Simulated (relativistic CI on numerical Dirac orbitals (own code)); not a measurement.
Ir²⁺: resonant inelastic scattering at the N6,7 edge

Computed with this model: Dirac-Coulomb-Breit CI, KLI orbitals optimised for each configuration, model QED (radiative potential, 1s self-energy scaled to tabulated hydrogen-like ionisation energies), valence Slater integrals scaled by 0.8, Kramers-Heisenberg scattering through one core-hole configuration in a parametric crystal field; configurations [Xe] 4f14 5d7 → [Xe] 4f13 5d8; 300 K; core-hole width 0.18 eV; summed over polarisations. Incident energies are the highest absorption maxima for each field (at most a few, so the weaker spin-orbit partner edge can be absent), on the computed scale of the free ion. Intensities are in per cent of the strongest line above 0.02 eV; levels within 1 cm⁻¹ are merged; final levels count from the ground level, the first row holds all elastic scattering, lines under 0.4 are left out and each table stops after 24 rows. The scale of the Slater integrals is a model choice and moves the terms in proportion.

Field parameters in Wybourne normalisation: D4h B²₀ = −7Ds, B⁴₀ = 21(Dq − Dt), B⁴₄ = 21√(5/14) Dq; Td as Oh with Dq negative (B⁴₀ = 21Dq, B⁴₄ = √(5/14) B⁴₀). The field is a parameter set, without covalency.

S is read from ⟨S²⟩ = S(S + 1).

D4h, 10Dq = 16000, Ds = -670, Dt = 120 cm⁻¹:

| Final level (eV) | Degeneracy | Irrep | S | 58.9 eV | 59.7 eV | 62.6 eV |
| --- | --- | --- | --- | --- | --- | --- |
| 0.000 | 2 | Γ7 | 0.90 | 297.3 | 983.8 | 64.7 |
| 0.178 | 2 | Γ6 | 1.09 | 10.7 | 46.6 | 0.2 |
| 0.375 | 2 | Γ6 | 1.36 | 7.3 | 10.0 | 1.0 |
| 0.529 | 2 | Γ6 | 1.38 | 11.5 | 41.9 | 1.2 |
| 0.644 | 2 | Γ7 | 1.39 | 75.5 | 19.2 | 3.6 |
| 1.204 | 2 | Γ7 | 1.44 | 4.4 | 5.5 | 1.6 |
| 1.313 | 2 | Γ7 | 1.31 | 7.9 | 6.9 | 9.7 |
| 1.478 | 2 | Γ6 | 1.25 | 1.0 | 6.5 | 1.8 |
| 1.682 | 2 | Γ6 | 0.83 | 2.3 | 100.0 | 3.3 |
| 1.718 | 2 | Γ7 | 0.82 | 6.0 | 40.0 | 19.4 |
| 2.169 | 2 | Γ7 | 0.85 | 8.1 | 31.8 | 35.4 |
| 2.192 | 2 | Γ7 | 0.76 | 24.1 | 7.8 | 14.9 |
| 2.239 | 2 | Γ6 | 0.82 | 10.1 | 3.1 | 5.7 |
| 2.421 | 2 | Γ6 | 1.01 | 1.3 | 1.0 | 1.9 |
| 2.424 | 2 | Γ7 | 0.94 | 9.5 | 67.9 | 86.4 |
| 2.551 | 2 | Γ6 | 0.92 | 1.1 | 8.2 | 0.3 |
| 2.610 | 2 | Γ7 | 1.34 | 2.9 | 0.3 | 3.2 |
| 2.631 | 2 | Γ6 | 1.34 | 0.4 | 1.8 | 0.7 |
| 2.834 | 2 | Γ6 | 1.10 | 0.6 | 1.8 | 0.8 |
| 2.953 | 2 | Γ6 | 0.70 | 2.4 | 5.8 | 12.2 |
| 3.023 | 2 | Γ7 | 1.35 | 0.4 | 0.9 | 9.1 |
| 3.120 | 2 | Γ6 | 1.13 | 0.0 | 0.4 | 0.2 |
| 3.177 | 2 | Γ7 | 1.19 | 1.8 | 4.4 | 0.8 |
| 3.387 | 2 | Γ7 | 1.08 | 0.3 | 2.4 | 15.5 |

Td, 10Dq = -13050 cm⁻¹:

| Final level (eV) | Degeneracy | Irrep | S | 59.7 eV | 62.3 eV |
| --- | --- | --- | --- | --- | --- |
| 0.000 | 4 | Γ8 | 1.46 | 702.8 | 178.3 |
| 0.988 | 4 | Γ8 | 1.09 | 19.3 | 6.5 |
| 1.222 | 2 | Γ6 | 1.02 | 44.0 | 2.3 |
| 1.503 | 4 | Γ8 | 0.97 | 100.0 | 21.9 |
| 1.902 | 2 | Γ7 | 1.16 | 3.5 | 11.2 |
| 1.992 | 4 | Γ8 | 1.17 | 10.0 | 35.3 |
| 2.006 | 2 | Γ6 | 1.28 | 6.0 | 17.5 |
| 2.076 | 2 | Γ7 | 1.32 | 0.9 | 6.0 |
| 2.146 | 4 | Γ8 | 1.13 | 15.3 | 30.6 |
| 2.335 | 4 | Γ8 | 1.12 | 3.5 | 27.0 |
| 2.446 | 2 | Γ6 | 1.26 | 10.5 | 0.6 |
| 2.860 | 4 | Γ8 | 1.36 | 19.5 | 7.3 |
| 3.040 | 4 | Γ8 | 1.04 | 8.2 | 13.6 |
| 3.088 | 2 | Γ7 | 1.10 | 0.0 | 9.5 |
| 3.259 | 4 | Γ8 | 0.83 | 2.3 | 5.7 |
| 3.349 | 4 | Γ8 | 0.64 | 2.7 | 9.2 |
| 3.355 | 2 | Γ6 | 0.90 | 0.4 | 0.5 |
| 3.520 | 2 | Γ7 | 0.63 | 1.6 | 0.7 |
| 3.579 | 4 | Γ8 | 1.02 | 1.4 | 5.0 |
| 3.801 | 4 | Γ8 | 0.76 | 7.0 | 1.0 |
| 4.010 | 2 | Γ7 | 1.36 | 0.1 | 7.4 |
| 4.081 | 2 | Γ6 | 0.63 | 0.3 | 1.0 |
| 4.344 | 4 | Γ8 | 1.00 | 0.3 | 1.6 |
| 4.654 | 4 | Γ8 | 0.89 | 0.8 | 0.4 |

For the first field the strongest loss at the lowest incident energy is the level at 0.64 eV (S = 1.39, against 0.90 in the thermal ground state).
